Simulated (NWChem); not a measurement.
System: MgHCl; SMILES [MgH][Cl]

Here is an NWChem input.

```
start job
memory heap 200 mb stack 900 mb global 1100 mb
geometry units angstroms noautoz
  Mg    -0.001929     1.135785     0.000000
  H     -0.007709     2.829044     0.000000
  Cl     0.001422    -1.075646     0.000000
end
basis spherical
  * library 6-311g**
end
dft
  xc hfexch
  iterations 150
  mulliken
end
task dft energy
```

All runs use the structure optimised with B3LYP/6-31G* (spherical d).

Problem. What results follow from this input? (Hartree-Fock/6-311G** (spherical d).) Quantities: basis functions; energy (Ha); highest occupied level (eV); orbital gap (eV); dipole (D).

Solution. 
```yaml
number_of_basis_functions: 58
energy (Ha): -659.76
highest occupied level (eV): -11.26
orbital gap (eV): 12.41
dipole (D): 1.94
```
